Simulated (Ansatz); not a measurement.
## Reading a saddle point

A first-order saddle point of CH8GeO, closed shell, PBE0-D4/def2-TZVP, with one imaginary mode of 1278i cm⁻¹:

```json
{"atom": "Ge1", "x (Å)": "-0.4442", "y (Å)": "-0.2030", "z (Å)": "-0.4301"}
{"atom": "H2", "x (Å)": "1.3600", "y (Å)": "0.2043", "z (Å)": "-0.9583"}
{"atom": "H3", "x (Å)": "-0.4750", "y (Å)": "-1.0886", "z (Å)": "-1.6925"}
{"atom": "H4", "x (Å)": "-1.9301", "y (Å)": "0.2339", "z (Å)": "-0.2299"}
{"atom": "C5", "x (Å)": "0.1677", "y (Å)": "-1.0063", "z (Å)": "1.2292"}
{"atom": "H6", "x (Å)": "0.9366", "y (Å)": "1.2170", "z (Å)": "-0.8790"}
{"atom": "O7", "x (Å)": "0.0075", "y (Å)": "1.7807", "z (Å)": "-0.5127"}
{"atom": "H8", "x (Å)": "-0.6196", "y (Å)": "-1.6325", "z (Å)": "1.6526"}
{"atom": "H9", "x (Å)": "1.0658", "y (Å)": "-1.5974", "z (Å)": "1.0567"}
{"atom": "H10", "x (Å)": "0.3992", "y (Å)": "-0.2093", "z (Å)": "1.9372"}
{"atom": "H11", "x (Å)": "-0.4678", "y (Å)": "2.3013", "z (Å)": "-1.1730"}
```

Ansatz 0.2.0; basis: def2-TZVPP and def2-QZVPP; cores frozen in the correlated methods. Filled d shells of the heavier atoms are correlated. The def2 sets are not built for correlating such inner shells, so the correlated values are less sure here. Extrapolation: Hartree–Fock as exp(−7.88 √X), correlation as X^−2.97.

Problem. Which contacts change along the imaginary mode, and what lies on either side? (Judge from chemistry; the calculation decides.)

Solution. By the calculation: The step is CH₆Ge ([CH3][GeH3]) + H₂O → CH₆GeO ([CH3][GeH2][OH]) + H₂, with the molecules in contact on both sides. Shortening one way: Ge1–O7, H2–H6; lengthening the same way: Ge1–H2, H6–O7.
```json
{"pair": "Ge1–O7", "one side (Å)": "3.43", "saddle (Å)": "2.04", "other side (Å)": "1.79"}
{"pair": "H2–H6", "one side (Å)": "2.61", "saddle (Å)": "1.10", "other side (Å)": "0.75"}
{"pair": "Ge1–H2", "one side (Å)": "1.54", "saddle (Å)": "1.92", "other side (Å)": "4.32"}
{"pair": "H6–O7", "one side (Å)": "0.96", "saddle (Å)": "1.15", "other side (Å)": "2.53"}
```

Problem. Which side is lower, and how far does the saddle lie above each? (To be estimated.)

Solution. The calculation gives: The side with Ge1–O7, H2–H6 short is lower by 0.49 kcal/mol; the saddle lies 50.52 kcal/mol above it and 50.02 kcal/mol above the other (CCSD(T) at an estimated basis limit (MP2 extrapolated from triple and quadruple zeta, plus CCSD(T) − MP2 in triple zeta); electronic energies).

The T1 diagnostic stays at or below 0.013.

Labels in which every atom is bracketed show which atoms are joined, not bond orders.

For scale, one of the runs: CCSD(T)/def2-TZVPP, 222 basis functions, launched by `ansatz run in.yaml --threads 4 --pin off --events-out ev --progress --plain --max-ram 9574MiB`. Hardware: 4 CPU threads of an Arm Neoverse V2, shared host. Wall time 74 s; peak host memory 3.6 GiB.
